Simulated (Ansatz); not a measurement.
The multiplicity is imposed and other spin states were not computed.

Cartesian coordinates (Å):
```xyz
6

Au     0.0762     0.2268     0.0779
N      0.6525     3.0205     1.2295
C      0.4299     1.9381     0.8074
H      0.8425     3.9442     1.5888
O     -0.2931    -1.5705    -0.6068
H     -0.3154    -1.5524    -1.5827
```
Charge 0, spin multiplicity 1.

Level of theory: frozen-core CCSD(T)/def2-TZVPP // PBE-D3(BJ)/def2-SVP run with Ansatz (a program for electronic structure).

```
Item                            Value
----------------------  -------------
HF energy               -303.18303 Ha
MP2 correlation energy    -1.24816 Ha
```

Question: Estimate the CCSD correlation energy, the (T) correction, the total energy and the T1 diagnostic.

Answer: 
| Property | Result |
|---|---|
| CCSD correlation energy | -1.19447 Ha |
| (T) correction | -0.05416 Ha |
| CCSD(T) total energy | -304.43167 Ha |
| T1 diagnostic | 0.018 |
